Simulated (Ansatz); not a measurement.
`B[CH](O)[GeH3]`. The species carries charge 0 and has multiplicity 1.

```xyz
11

B     0.8301   -0.2168    1.1493
C     0.3677   -0.8404   -0.1296
O     1.1872   -0.8754   -1.2419
Ge   -0.9109    0.8666   -0.1616
H     1.8160    0.4565    1.1907
H     0.1244   -0.3503    2.1103
H    -0.4006   -1.6194   -0.1116
H     0.6806   -1.1423   -2.0134
H    -0.9914    1.0761   -1.6828
H    -2.2861    0.4799    0.3996
H    -0.4169    2.1655    0.4910
```

List the harmonic frequencies (cm⁻¹, unscaled) at PBE0-D4/def2-TZVP in Ansatz. (An estimate is asked.)

Ansatz gave: 93, 147, 247, 348, 388, 390, 465, 572, 619, 796, 809, 868, 878, 928, 962, 1022, 1169, 1242, 1267, 1464, 2145, 2162, 2171, 2573, 2665, 3081, 3852.

Is this a minimum?

Yes, all 27 modes are real.

Give the ideal-gas thermochemistry at 298.15 K and 1 bar (rigid rotor, harmonic oscillator; point group C1, symmetry number 1).

Zero-point energy 199.3 kJ/mol; H(298) − E = 219.5 kJ/mol; entropy 336.4 J/(mol·K), of which translation 168.4, rotation 109.0, vibration 59.0; G(298) − E = 119.2 kJ/mol. Modes under 100 cm⁻¹ are hindered rotations or soft bends, so the harmonic entropy is rough.

Rotational constants (cm⁻¹)?

0.2793, 0.1007, 0.0818.
